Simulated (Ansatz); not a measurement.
Reaction (ligand exchange at a Mg–F bond): `[F][Mg][O][SiH3]` + CH₃OH → `C[O][Mg][O][SiH3]` + H–F

Gas-phase electronic energies from Ansatz, PBE0-D4/def2-TZVP geometries. CCSD(T)/CBS adds triple-zeta CCSD(T) − MP2 to the extrapolated MP2 energy (def2 sets, frozen cores). This one scheme is used for every species. Functionals use def2-TZVPP. For Mg outer-core shells are correlated without core-valence functions, which leaves a few kJ/mol of doubt a bond. One conformer a species, not always the lowest.

`[F][Mg][O][SiH3]`:

Cartesian coordinates in Å:
```
F 1.322 -3.333 -1.596
Mg 0.733 -1.849 -0.885
O 0.133 -0.335 -0.160
Si -0.411 1.036 0.496
H 0.402 2.205 0.051
H -1.828 1.294 0.109
H -0.350 0.981 1.986
```

CH₃OH:

Z-matrix (Å, degrees):
```
C
O 1 1.409
H 1 1.097 2 112.4
H 1 1.090 2 107.0 3 -118.5
H 1 1.097 2 112.4 3 123.0
H 2 0.959 1 108.5 3 -61.6
```

`C[O][Mg][O][SiH3]`:

```xyz
11

C    -1.799   -0.336    2.708
O    -1.042   -0.193    1.567
Mg   -0.076   -0.017    0.116
O     0.910    0.165   -1.366
Si    1.794    0.336   -2.701
H    -2.875   -0.286    2.490
H    -1.612   -1.301    3.201
H    -1.579    0.452    3.442
H     2.740    1.486   -2.585
H     2.606   -0.887   -2.977
H     0.934    0.582   -3.896
```

H–F:

Z-matrix (Å, degrees):
```
F
H 1 0.920
```

```
    level  ΔE (kcal/mol)
r2SCAN-D4           14.8
  r2SCANh           14.7
```

Problem. What does CCSD(T)/CBS give? (Estimate.)

Solution. Computed: +13.1 kcal/mol. The listed levels differ from it by 1.7, 1.6 kcal/mol.

Largest T1 diagnostic among the species: 0.012.

From BLYP to BHLYP (50 % exact exchange), in def2-TZVPP and without D4, ΔE moves by −1.2 kcal/mol. At CCSD(T), def2-SVP lies +1.8 kcal/mol from the extrapolated value and def2-TZVPP +0.4 kcal/mol. In def2-TZVPP, CCSD(T) changes the Hartree–Fock value by −1.6 kcal/mol (the triples alone add −0.1 kcal/mol) and MP2 by −2.0 kcal/mol.
